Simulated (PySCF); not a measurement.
## Structure elucidation problem

Molecular formula: C₄H₁₁OPSi. Simulated spectra:

$^{1}$H NMR (600 MHz, computed): δ 7.42 (m, 1H), 3.89 (d, 3H), 2.64 (m, 1H), 2.50 (m, 1H), 2.43 (m, 1H), 1.44 (m, 3H), 1.24 (m, 1H).

$^{13}$C{$^{1}$H} NMR (computed): δ 49.2, 40.5, 12.5, 8.6.

[PySCF 2.14.0 with density-fitted response routines: σ from GIAO-PBE0/pcSseg-1; GFN2-xTB structure; single conformer; averaged over atoms made equivalent by symmetry, fast rotation or ring inversion; no solvent; non-relativistic]

References, each an isolated molecule treated in the same way: $^{1}$H, $^{13}$C against TMS.

Which candidate is it?
A. C[C@@H]1[C@H]([SiH3])C[P@@H]1=O
B. [SiH3]P1CCOCC1
C. O=P1(C[SiH3])CCC1
D. O=[PH]1CC[SiH2]CC1

Answers

A. 

1. 4 carbon signals for 4 carbons: no two carbons are equivalent.
2. Carbon types of the structure: 2 × CH, 1 × CH2, 1 × CH3, leaving 4 H on heteroatoms.
3. δC 49.2: sp3 CH bonded to P.
4. δC 12.5: methyl carbon; a saturated carbon with 1 carbon neighbour and no heteroatom attached.
5. δC 8.6: sp3 CH bonded to Si; an electropositive neighbour leaves it electron-rich and shielded.
6. δH 7.42: hydrogen on a phosphorus bonded to 2 C, O, in a 4-membered ring.
7. δH 1.44: hydrogen on a methyl carbon.

The others: O=P1(C[SiH3])CCC1 would give 3 carbon signals, not 4; [SiH3]P1CCOCC1 would give 2 carbon signals, not 4; O=[PH]1CC[SiH2]CC1 would give 2 carbon signals, not 4.

Splittings by $^{31}$P in the carbon and heteronuclear signals aren't shown, as no couplings were computed. Shifts are as computed. Against solution values, carbons near 30 ppm lie about +3 ppm off and those near 130 ppm about +5 ppm. Of 1211 compounds with measured shifts, 218 miss one by over three times the rms of a fit or turn the order of signals round; such compounds aren't used in these exercises. No couplings were computed; multiplicities are counted from neighbouring protons, with m where these are inequivalent, close in shift, in a saturated or five-membered ring or joined by F or P, and br s for small geminal =CH2 splittings.
